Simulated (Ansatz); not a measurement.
`[NH2][Zn][Br]`. Charge 0, multiplicity 1.

Question: What are the harmonic wavenumbers in cm⁻¹ at PBE0-D4/def2-TZVP (Ansatz, finite differences of forces, unscaled)? (An estimate is asked.)

Answer: Computed: 120, 126, 296, 452, 683, 773, 1560, 3557, 3649.

Question: Is this a minimum?

Answer: Yes, all 9 modes are real.

Question: Give the ideal-gas thermochemistry at 298.15 K and 1 bar (rigid rotor, harmonic oscillator; point group Cs, symmetry number 1).

Answer: Zero-point energy 67.1 kJ/mol; H(298) − E = 83.0 kJ/mol; entropy 308.1 J/(mol·K), of which translation 172.3, rotation 98.6, vibration 37.2; G(298) − E = -8.9 kJ/mol.

Question: And at 400, 500, 600, 800 and 1000 K?

Answer: 
```
T (K)  H − E (kJ/mol)  S (J/mol/K)  G − E (kJ/mol)
  400            90.3        329.2           -41.3
  500            98.0        346.2           -75.1
  600           106.0        360.8          -110.5
  800           122.7        384.8          -185.2
 1000           140.2        404.4          -264.2
```

Question: Rotational constants (cm⁻¹)?

Answer: 10.09, 0.053, 0.05283.
